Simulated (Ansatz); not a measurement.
One change: `N=C=C[SiH2][GeH3]` becomes `N=C=C[SiH3]`.

Ansatz, PBE0-D4/def2-TZVP geometries, multiplicity 1. Each molecule was computed in one conformer, which needn't be the lowest.

Scalar relativity is left out up to krypton.

```
                             property  `N=C=C[SiH2][GeH3]`
  HOMO energy (B3LYP/def2-TZVPP) / eV                -6.74
LUMO energy (ωB97M-V/def2-TZVPP) / eV                 1.69
   LUMO energy (PBE0/def2-TZVPP) / eV                -0.35
   HOMO energy (PBE0/def2-TZVPP) / eV                -6.94
HOMO–LUMO gap (B3LYP/def2-TZVPP) / eV                 6.16
    LUMO energy (PBE/def2-TZVPP) / eV                -1.37
```

Problem. Give the same properties after the change, and the shifts. (Estimate.)

Solution. Ansatz gave: 
| property | `N=C=C[SiH3]` | shift |
| --- | --- | --- |
| HOMO energy (B3LYP/def2-TZVPP) / eV | -6.85 | -0.11 |
| LUMO energy (ωB97M-V/def2-TZVPP) / eV | 1.93 | 0.24 |
| LUMO energy (PBE0/def2-TZVPP) / eV | -0.19 | 0.16 |
| HOMO energy (PBE0/def2-TZVPP) / eV | -7.07 | -0.13 |
| HOMO–LUMO gap (B3LYP/def2-TZVPP) / eV | 6.42 | 0.26 |
| LUMO energy (PBE/def2-TZVPP) / eV | -1.25 | 0.12 |

With PBE0 the HOMO falls by 0.13 eV and the LUMO rises by 0.16 eV, so the gap widens by about 0.29 eV. PBE moves the HOMO by -0.07 eV and ωB97M-V by -0.20 eV.

B3LYP here is the variant with VWN-RPA as its local correlation; programs differ in this.
